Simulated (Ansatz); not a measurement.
Reactions of C$_{2}$H$_{8}$AlBO, SMILES `CO[B](C)[AlH2]`.

Calculated with Ansatz (gas phase, PBE0-D4/def2-TZVP geometries, no zero-point term in ΔE). CCSD(T)/CBS is the MP2 limit (def2-TZVPP, def2-QZVPP) plus CCSD(T) − MP2 in def2-TZVPP, frozen cores. This one scheme is used for every species, atoms too. Functionals use def2-TZVPP. Open shells (•) are unrestricted, without spin–orbit coupling. Spin–orbit coupling would lower the free atoms: a little for Al, B, C, O. Bonds to Se are less sure, by a few kJ/mol each and by 10 to 20 or more in all where they break to atoms, as the def2 sets lack core-valence functions. Scalar relativity is left out up to krypton. Each species was taken in one conformer, which may not be the lowest.

```
                                                       reaction  r2SCAN-D4 (kcal/mol)  CCSD/CBS(def2) (kcal/mol)  PBE0-D4 (kcal/mol)  ωB97X-V (kcal/mol)
                  `CO[B](C)[AlH2]` + H₂O → `COB(C)O` + `[AlH3]`                 -41.8                      -41.4               -39.3               -42.1
        `CO[B](C)[AlH2]` + silanol → `COB(C)O[SiH3]` + `[AlH3]`                 -42.0                      -42.8               -39.9               -42.4
  `CO[B](C)[AlH2]` + `OP[SiH3]` → `O[P]([AlH2])[SiH3]` + `CBOC`                 -22.8                      -21.9               -21.9               -21.2
                  `CO[B](C)[AlH2]` + H₂ → `C[BH][AlH2]` + CH₃OH                  31.0                       27.8                29.4                29.0
                 `CO[B](C)[AlH2]` → Al• + B• + 2 C• + 8 H• + O•                1120.3                     1100.2              1116.4              1118.2
          `CO[B](C)[AlH2]` + `COCS` → `[AlH2][CH2]OCS` + `CBOC`                  -6.4                       -7.3                -5.1                -6.8
`CO[B](C)[AlH2]` + `N=C[SiH3]` → `[AlH2]/[N]=C\[SiH3]` + `CBOC`                 -32.6                      -31.2               -29.5               -30.6
               `CO[B](C)[AlH2]` + H–F → `C[B](F)[AlH2]` + CH₃OH                  -0.6                       -0.3                 0.2                -1.4
             `CO[B](C)[AlH2]` + H₂Se → `COB(C)[SeH]` + `[AlH3]`                 -26.6                      -27.2               -25.1               -26.1
               `CO[B](C)[AlH2]` + CH₄ → `C[B](C)[AlH2]` + CH₃OH                  35.5                       34.0                34.2                34.8
```

(1) Give the CCSD(T)/CBS values in the same order. (Estimate.)

Largest T1 diagnostic: 0.018, for Al•.

Answers

(1) Computed: -40.5, -42.1, -22.1, 29.5, 1113.6, -7.0, -30.9, 0.7, -27.3, 34.6 kcal/mol.
